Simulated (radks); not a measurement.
The gadolinium ion Gd+, configuration [Xe] 4f7 5d1 6s1. Calculated with a radial shooting solver on a logarithmic mesh with Libxc functionals: scalar-relativistic Kohn-Sham, LDA (Slater exchange, Perdew-Wang correlation), spin-unpolarised, spherical densities, finite nucleus; Fermi nuclear charge, rms radius 5.1569 fm.

Normalised radial functions P(r) = r R(r), r in bohr:

r               7s
0.0009263   0.0068
0.001286    0.0089
0.001785    0.0115
0.002478    0.0146
0.003468    0.0182
0.004814    0.0220
0.006682    0.0253
0.009351    0.0270
0.01298     0.0254
0.01802     0.0181
0.02502     0.0036
0.035      -0.0176
0.04859    -0.0373
0.06746    -0.0417
0.09364    -0.0164
0.131       0.0336
0.1819      0.0623
0.2525      0.0212
0.3505     -0.0646
0.4905     -0.0800
0.6809      0.0294
0.9453      0.1379
1.323       0.0864
1.836      -0.1047
2.549      -0.2444
3.539      -0.1521
4.952       0.1631
6.874       0.4027
9.542       0.3514
13.25       0.1545
18.54       0.0311
25.73       0.0025

7s (empty): eigenvalue -2.845 eV, 6 radial nodes at r = 0.0266, 0.105, 0.275, 0.635, 1.55, 4.22 bohr, <r> = 8.15 bohr, 90 % of the charge inside 11.7 bohr.
